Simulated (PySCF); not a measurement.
Computed shifts of a molecule CH₅F₂NSi, B3LYP/pcSseg-1 (PySCF), GIAO, gas phase, atoms alike by connectivity averaged where their shifts nearly agree, in ppm (number of nuclei): ¹⁵N: 4.9 (1). ²⁹Si: -43.3 (1). ¹³C: 129.9 (1). ¹⁹F: -161.0 (1), -163.1 (1). ¹H: 6.42 (1), 4.95 (1), 4.70 (1), 0.57 (1), 0.47 (1). References: ¹⁵N against NH3 (σ = 265.5 ppm); ²⁹Si against TMS (σ = 338.7 ppm); ¹³C against TMS (σ = 181.3 ppm); ¹⁹F against CFCl3 (σ = 161.7 ppm); ¹H against TMS (σ = 31.68 ppm), references at their B3LYP-D3(BJ)/def2-TZVP geometries, non-relativistic. Geometry: ωB97X-D3(BJ)/def2-SVP. The values are those of a single conformer.

### Question
Identify the compound among the candidates.
(A) N[SiH2]C(F)F
(B) C[Si](N)(F)F
(C) NC[SiH](F)F
(D) CN[SiH](F)F

### Answer
A, N[SiH2]C(F)F
